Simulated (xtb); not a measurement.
xtb input (GFN2-xTB):

```bash
xtb mol.xyz --gfn 2 --ohess tight --chrg -1 --uhf 0
```
mol.xyz:
```
9

C     -1.38523878     0.36022701     0.07170709
C     -0.32289562    -0.65631149     0.00031143
C      1.00387969    -0.31439388     0.01099378
C      1.56769710     0.93917843    -0.09039035
N      2.01527646     2.05515324    -0.12218160
H     -2.08293740     0.19348602    -0.83742646
H     -2.03157870     0.24432074     0.97842297
H     -0.57400246    -1.68170097     0.10755475
H      1.76568556    -1.14819437    -0.02084539
```

End of the output:

```
       1    151.79    -0.79001 ( 98.84%)    -0.72732 (  1.16%)    -0.78928
       2    217.60    -0.59003 ( 99.72%)    -0.62070 (  0.28%)    -0.59012
   ------------------------------------------------------------------------

   temp. (K)  partition function   enthalpy   heat capacity  entropy
                                   cal/mol     cal/K/mol   cal/K/mol   J/K/mol
 298.15  VIB   5.09                 1600.103     12.421      8.599
         ROT  0.735E+05              888.752      2.981     25.248
         INT  0.374E+06             2488.855     15.401     33.848
Note: The following floating-point exceptions are signalling: IEEE_UNDERFLOW_FLAG IEEE_DENORMAL
normal termination of xtb
         TR   0.520E+27             1481.254      4.968     38.466
         TOT                        3970.1090    20.3696    72.3133   302.5587

       T/K    H(0)-H(T)+PV         H(T)/Eh          T*S/Eh         G(T)/Eh
   ------------------------------------------------------------------------
    298.15    0.632677E-02    0.697129E-01    0.343584E-01    0.353545E-01
   ------------------------------------------------------------------------

         :::::::::::::::::::::::::::::::::::::::::::::::::::::
         ::                  THERMODYNAMIC                  ::
         :::::::::::::::::::::::::::::::::::::::::::::::::::::
         :: total free energy         -13.598514888558 Eh   ::
         ::.................................................::
         :: total energy              -13.633869427449 Eh   ::
         :: zero point energy           0.063386133071 Eh   ::
         :: G(RRHO) w/o ZPVE           -0.028031594180 Eh   ::
         :: G(RRHO) contrib.            0.035354538891 Eh   ::
         :::::::::::::::::::::::::::::::::::::::::::::::::::::

optimized geometry written to: xtbopt.xyz

           -------------------------------------------------
          | TOTAL ENERGY              -13.633869427449 Eh   |
          | TOTAL ENTHALPY            -13.564156523037 Eh   |
          | TOTAL FREE ENERGY         -13.598514888558 Eh   |
          | GRADIENT NORM               0.000187975193 Eh/α |
          | HOMO-LUMO GAP               3.202896477925 eV   |
           -------------------------------------------------

------------------------------------------------------------------------
------------------------------------------------------------------------
 total:
 SCF:
 ANC optimizer:
 analytical hessian:
```

It need not be the lowest isomer of its formula. Whether it binds its extra electron was not tested at this geometry.
